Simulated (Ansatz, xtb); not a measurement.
# Isomers of C5H3BClN in order of energy

10 gas-phase structures of C5H3BClN, from a drawn sample of its isomers (lower ones may exist). Each was relaxed with GFN2-xTB:

A. `N#CC1=CBC=C1Cl`, a singlet
B. `N#CC1=CB(Cl)C=C1`, a singlet
C. `N#CC1=CC=CB1Cl`, a singlet
D. `N#CC1=C(Cl)BC=C1`, a singlet
E. `N#CC1=C(Cl)C=CB1`, a singlet
F. `N#CC1=CBC(Cl)=C1`, a singlet
G. `N#CC1=CC=C(Cl)B1`, a singlet
H. `N#CB1C=CC(Cl)=C1`, a singlet
I. `N#CC1=CC(Cl)=CB1`, a singlet
J. `N#CB1C=CC=C1Cl`, a singlet

Task: Make a reasoned guess at their ranking by r2SCAN-D4/def2-SVP//GFN2-xTB single-point energy.

Result: Calculated order at r2SCAN-D4/def2-SVP//GFN2-xTB: C (0.0), B (2.5), H (25.6), J (30.1), E (36.5), I (36.8), A (39.4), G (40.1), D (42.0), F (43.2) kcal/mol. Less than 1 kcal/mol parts E and I; A and G, so the order within those pairs means little.

Energies above the lowest of each column, in kcal/mol; the last columns are at r2SCAN-D4/def2-SVP geometries and were run for some of them only (a dash: not run or not comparable):

```tsv
structure	GFN2-xTB	HF/STO-3G	r2SCAN-D4/def2-SVP//GFN2-xTB	r2SCAN-D4/def2-SVP	CCSD(T)/def2-SVP + ΔMP2/def2-TZVPP
C	0.0	0.0	0.0	0.0	0.0
B	1.8	0.8	2.5	2.5	1.7
H	27.8	20.0	25.6	26.7	23.5
J	30.7	21.2	30.1	–	–
E	18.7	32.9	36.5	–	–
I	18.9	32.4	36.8	–	–
A	21.1	34.6	39.4	–	–
G	21.2	32.5	40.1	–	–
D	22.8	35.6	42.0	–	–
F	23.4	34.6	43.2	–	–
```

Every level run on C puts it lowest or level with the lowest. Frequencies (GFN2-xTB) were run for B, C, H alone. The ΔMP2 step shifts differences by up to 4.0 kcal/mol, which makes them less sure. ΔMP2 is the change of the MP2 energy from the smaller to the larger basis.

Over these structures GFN2-xTB departs from r2SCAN-D4/def2-SVP//GFN2-xTB by 9.2 kcal/mol on average once a common shift is removed. A GFN2-xTB relaxation took about 0.07 s and the r2SCAN-D4/def2-SVP//GFN2-xTB energy about 1.4 s on a shared host (Ansatz 0.2.0, xtb 6.7.1).
